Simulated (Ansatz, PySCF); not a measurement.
The pair A = H2S (SMILES S) (first 3 atoms), B = C3H4 (SMILES C=C=C); geometry from B3LYP-D3(BJ)/def2-TZVP.
(charge 0, multiplicity 1):
```tsv
atom	x (Å)	y (Å)	z (Å)
S	0.1790	0.1532	-0.4999
H	0.3179	-1.1798	-0.4205
H	0.6680	0.3345	0.7400
C	-1.2371	-0.3055	3.0880
C	0.0197	-0.0408	3.2848
C	1.2809	0.2273	3.4636
H	-1.8934	-0.5643	3.9109
H	-1.6622	-0.2704	2.0911
H	1.6189	1.2377	3.6637
H	2.0332	-0.5526	3.4296
```

Rows in 6-31G* carry no dispersion term and start afresh at each structure (6-31G* with six Cartesian d functions).

Programs: Ansatz (an electronic-structure program) with Gaussian orbitals; PySCF for 6-31G* rows. 

Total energies (hartree), monomers frozen at their geometry in the pair:

```tsv
structure	HF/6-31G*	PBE/def2-TZVPPD	B3LYP/def2-TZVPPD
AB	-514.5279464	-515.7722118	-516.1386435
A in the pair's basis	-398.6671654	-399.2293683	-399.4280842
B in the pair's basis	-115.8614471	-116.5407719	-116.7101251
A	-398.6668773	-399.2292838	-399.4280003
B	-115.8608103	-116.5407073	-116.7100603
```

Q: Work out the interaction energy without and with the counterpoise correction, and the superposition error, for each level.

A: 
E(AB) − E(A) − E(B), times 627.509 kcal/mol, with the monomers in their own basis and then in the pair's basis:
- HF/6-31G*: -0.16 uncorrected, 0.42 corrected; the monomers gain 0.58 kcal/mol from borrowed functions
- PBE/def2-TZVPPD: -1.39 uncorrected, -1.30 corrected; the monomers gain 0.09 kcal/mol from borrowed functions
- B3LYP/def2-TZVPPD: -0.37 uncorrected, -0.27 corrected; the monomers gain 0.09 kcal/mol from borrowed functions
